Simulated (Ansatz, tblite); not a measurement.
Isomers of Be₁₀ (singlet), found by a short tight-binding search and relaxed with PBE0/def2-SVP in Ansatz.

The xTB rows come from tblite. Correlated methods freeze no core orbitals.

Run but left out: HF/def2-TZVPP (A: restricted singlet, unstable towards broken spin symmetry).

A: The restricted singlet is unstable towards broken spin symmetry in Hartree–Fock (as tested in another run); at PBE/def2-TZVP, r2SCAN/def2-TZVP, B97M-V/def2-TZVP, PBE0/def2-TZVP and others this wasn't settled. At CCSD(T)/def2-TZVPP T1 of the charge 0 singlet is large (up to 0.020), so the single-reference result is doubtful. At CCSD(T)/def2-TZVPP the restricted singlet (for correlated methods, its reference) is unstable: a solution with broken spin symmetry lies lower. B: The restricted singlet is unstable towards broken spin symmetry in Hartree–Fock (as tested in another run); at PBE/def2-TZVP, r2SCAN/def2-TZVP, B97M-V/def2-TZVP, PBE0/def2-TZVP and others this wasn't settled. At CCSD(T)/def2-TZVPP T1 of the charge 0 singlet is large (up to 0.021), so the single-reference result is doubtful. At CCSD(T)/def2-TZVPP the restricted singlet (for correlated methods, its reference) is unstable: a solution with broken spin symmetry lies lower.

Other spin states weren't relaxed.

A:

```tsv
atom	x (Å)	y (Å)	z (Å)
Be1	-1.690	0.538	-0.209
Be2	0.373	-1.834	1.207
Be3	-0.258	-0.192	-1.757
Be4	1.154	-1.205	-0.637
Be5	-0.023	1.574	0.844
Be6	-1.039	-1.423	-0.291
Be7	-0.870	-0.177	1.550
Be8	1.409	0.847	-0.699
Be9	-0.374	1.831	-1.211
Be10	1.319	0.041	1.204
```

B:

| atom | x (Å) | y (Å) | z (Å) |
| --- | --- | --- | --- |
| Be1 | -1.185 | -1.358 | -0.226 |
| Be2 | -0.130 | 0.274 | -1.428 |
| Be3 | 0.903 | 0.664 | 1.405 |
| Be4 | 1.771 | -0.287 | -0.287 |
| Be5 | 0.517 | -1.364 | 1.050 |
| Be6 | 1.236 | 1.664 | -0.584 |
| Be7 | -1.066 | -0.050 | 1.447 |
| Be8 | -2.037 | 0.478 | -0.512 |
| Be9 | -0.604 | 1.685 | 0.307 |
| Be10 | 0.595 | -1.707 | -1.172 |

Estimate their order by electronic energy at PBE0/def2-TZVP, counted from the lowest.

A (0.0) < B (3.9), in kcal/mol.

Do the other levels pick the same lowest one?

All that were run do. Energies above each level's lowest (kcal/mol):

```
             level    A    B
          GFN1-xTB  0.0  5.3
          GFN2-xTB  0.0  5.8
     PBE/def2-TZVP  0.0  3.5
  r2SCAN/def2-TZVP  0.0  3.5
  B97M-V/def2-TZVP  0.0  3.8
    PBE0/def2-TZVP  0.0  3.9
 r2SCAN0/def2-TZVP  0.0  3.7
    MP2/def2-TZVPP  0.0  3.7
   CCSD/def2-TZVPP  0.0  4.0
CCSD(T)/def2-TZVPP  0.0  3.4
```
Point groups (tolerance 0.1 Å): A D4d, B C3v. Lower isomers may exist.
